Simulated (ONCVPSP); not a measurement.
## rhenium, ONCV: configuration errors across variants

* Element: rhenium (Re)
* Generator: ONCVPSP 4.0.1
* Type: optimised norm-conserving Vanderbilt (ONCV)
* Functional: PBE
* Relativity: scalar-relativistic
* Frozen core: [Kr] 4d10
* Valence charge: 29
* Reference configuration: 4f13 5s2 5p6 5d6 6s2
* Partial waves: 5s+6s: rc 1.95 bohr, ncon 4, nbas 9, qcut 7.2 1/bohr, 2 projectors; 5p: rc 1.60 bohr, ncon 4, nbas 9, qcut 8.2 1/bohr, 2 projectors, debl 3.4 Ha; 5d: rc 2.25 bohr, ncon 3, nbas 7, qcut 8.5 1/bohr, 2 projectors, debl 2.7 Ha; 4f: rc 0.75 bohr, ncon 4, nbas 8, qcut 18.8 1/bohr, local
* Local potential: the f channel
* Core correction: Teter function, fcfact 2.75, rcfact 1.05

All-electron excitation energies from the reference (eV): (1) 4f14 5s2 5p6 5d5 6s2 -41.212; (2) 4f14 5s2 5p6 5d5 6s1 -31.962; (3) 4f14 5s2 5p6 5d5 6s0 -15.640; (4) 4f14 5s2 5p6 5d5 6s1 6p1 -36.425.

1 further variants failed, have other tests or too few solved ones, and are left out.

A true bound ghost makes a file unfit for plane-wave use even where its test errors are small: the radial tests pick states by their node count and pass the ghost by.

Errors AE − PS in meV (a dash: test not solved or not reliable):

```csv
change,(1),(2),(3),(4),bound ghosts,GHOST(+) flags above zero
base,-376,-286,-172,-294,"s, p","s, d"
s: nbas 8,-378,-288,-175,-297,"s, p","s, d"
"core correction Teter function, fcfact 3.3, rcfact 1.05",-378,-288,-174,-297,"s, p","s, d"
s: qcut 7.8; p: qcut 8.9; d: qcut 9.3; f: qcut 20.5,-452,-370,-267,-376,"s, p, d",s
d: rc 3.14,-669,-550,-403,-569,"s, p, d",s
s: qcut 8.5,-411,-335,-238,-343,"s, p","s, d"
p: qcut 5.6,-324,-235,-124,-250,"s, p","s, d"
d: nproj 3,-411,-321,-205,-327,"s, p","s, d"
```

(1) Give the same row for: d: rc 1.58.

Answers

(1) -503, -408, -288, -416; bound ghosts: s, p, d; GHOST(+) flags above zero: s.
